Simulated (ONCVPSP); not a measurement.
**Reading a pseudo-wave (nickel (Ni))**

Columns: radius, all-electron u(r) and pseudo u(r) of the 3s shell (level -130.50 eV) of nickel in the configuration [Ne] 3s2 3p6 3d8; Wu-Cohen, scalar-relativistic, ONCV scheme, ONCVPSP 4.0.1.

| r (bohr) | all-electron | pseudo |
| --- | --- | --- |
| 0.068 | 0.0291 | 0.1519 |
| 0.135 | -0.6157 | 0.3125 |
| 0.202 | -0.6227 | 0.4652 |
| 0.270 | -0.2235 | 0.6070 |
| 0.338 | 0.2799 | 0.7545 |
| 0.405 | 0.7124 | 0.8950 |
| 0.473 | 1.0268 | 1.0062 |
| 0.540 | 1.2101 | 1.1016 |
| 0.608 | 1.2895 | 1.2019 |
| 0.675 | 1.2889 | 1.2595 |
| 0.742 | 1.2359 | 1.2336 |
| 0.810 | 1.1492 | 1.1490 |
| 0.878 | 1.0453 | 1.0451 |
| 0.945 | 0.9367 | 0.9365 |
| 1.013 | 0.8274 | 0.8272 |
| 1.080 | 0.7250 | 0.7248 |
| 1.148 | 0.6288 | 0.6287 |
| 1.215 | 0.5431 | 0.5430 |
| 1.283 | 0.4654 | 0.4653 |
| 1.350 | 0.3979 | 0.3979 |
| 1.418 | 0.3381 | 0.3380 |
| 1.485 | 0.2870 | 0.2869 |
| 1.553 | 0.2423 | 0.2422 |
| 1.620 | 0.2046 | 0.2045 |
| 1.688 | 0.1718 | 0.1718 |
| 1.755 | 0.1444 | 0.1444 |

Problem. How many radial nodes do the two functions have?

Solution. The all-electron 3s function has n − l − 1 = 2; the pseudo-wave has 0, since the states of the same l below it are removed with the core.

Problem. At about which radius was the pseudo-wave matched?

Solution. 0.80 bohr, where the columns begin to agree (steps of 0.07 bohr).

Problem. Is the pseudo-wave norm-conserving?

Solution. Yes: the ONCV scheme keeps the norm inside the radius equal to the all-electron one, which fixes the energy derivative of the logarithmic derivative at the level.
